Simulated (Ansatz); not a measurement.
Start from `[SH][SnH3]` and change one element to get `[SiH3]S`.

Ansatz, PBE0-D4/def2-TZVP geometries, multiplicity 1. 

Elements past krypton have def2 core potentials.

| property | `[SH][SnH3]` |
| --- | --- |
| HOMO energy (B3LYP/def2-TZVPP) / eV | -7.02 |
| HOMO energy (ωB97M-V/def2-TZVPP) / eV | -9.45 |
| LUMO energy (B3LYP/def2-TZVPP) / eV | -0.86 |
| size of the dipole moment (PBE/def2-TZVPP) / D | 1.41 |
| LUMO energy (ωB97M-V/def2-TZVPP) / eV | 0.99 |
| zero-point energy (PBE0-D4/def2-TZVP) / kJ/mol | 76.5 |

Q: What does the change do to each property? (Best estimate.)

A: Computed: 
```tsv
property	`[SiH3]S`	shift
HOMO energy (B3LYP/def2-TZVPP) / eV	-7.27	-0.25
HOMO energy (ωB97M-V/def2-TZVPP) / eV	-9.71	-0.26
LUMO energy (B3LYP/def2-TZVPP) / eV	-0.15	0.71
size of the dipole moment (PBE/def2-TZVPP) / D	0.95	-0.46
LUMO energy (ωB97M-V/def2-TZVPP) / eV	1.76	0.77
zero-point energy (PBE0-D4/def2-TZVP) / kJ/mol	89.2	12.7
```

With PBE0 the HOMO falls by 0.25 eV and the LUMO rises by 0.68 eV, so the gap widens by about 0.93 eV. PBE moves the HOMO by -0.25 eV and ωB97M-V by -0.26 eV. Dipoles are sizes alone; their direction can turn.

B3LYP here is the variant with VWN-RPA as its local correlation; programs differ in this.
